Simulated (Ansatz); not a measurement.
Born–Oppenheimer molecular dynamics of Cl₃F₂H₂STa (9 atoms, charge 0, multiplicity 1). It starts at the highest image of a converged band, a first-order saddle point between two minima.

These are results of RKS PBE0-D4/def2-SVP in Ansatz 0.2.0, not measurements.

```
ensemble                      : NVE (velocity Verlet)
time step                     : 0.5 fs
steps asked                   : 200
starting velocities drawn for : 300 K
seed                          : 11922
```

First frame:

```xyz
9
Properties=species:S:1:pos:R:3
Ta -0.268 -0.311 0.314
F 1.847 0.074 0.349
Cl -0.288 0.199 2.575
F 0.121 -1.162 -1.316
Cl -0.396 1.818 -0.502
Cl -2.418 -1.053 0.284
S 1.099 -2.332 1.214
H 1.258 -2.939 0.014
H 1.946 -0.988 0.779
```

(1) How far do the bonds stretch over the last three quarters of this one trajectory? (Pairs bonded in most of those frames.)

Answers

(1) 
```tsv
bond	mean (Å)	spread (Å)	shortest	longest
Ta1–F2	2.504	0.165	2.19	2.73
Ta1–Cl3	2.334	0.027	2.29	2.37
Ta1–F4	1.891	0.019	1.86	1.92
Ta1–Cl5	2.303	0.012	2.29	2.32
Ta1–Cl6	2.260	0.017	2.24	2.29
Ta1–S7	2.444	0.056	2.38	2.56
F2–H9	0.953	0.018	0.92	1.00
S7–H8	1.360	0.050	1.29	1.43
```

Pairs bonded in part of these frames only: Ta1–H9 9 %.

Mean temperature of the second half: 222 K. The conserved energy stayed within 0.14 meV per atom of its start (net change -0.0086 meV per atom), so the integration is sound. A run of 0.1 ps of so small a system gives no equilibrium averages. The orbitals stay closed-shell, which can raise the energy where a bond breaks towards radicals; this wasn't checked here.

Time of the run: 12 min on 4 threads of Arm Neoverse V2, on a shared host, peak memory 0.49 GiB.
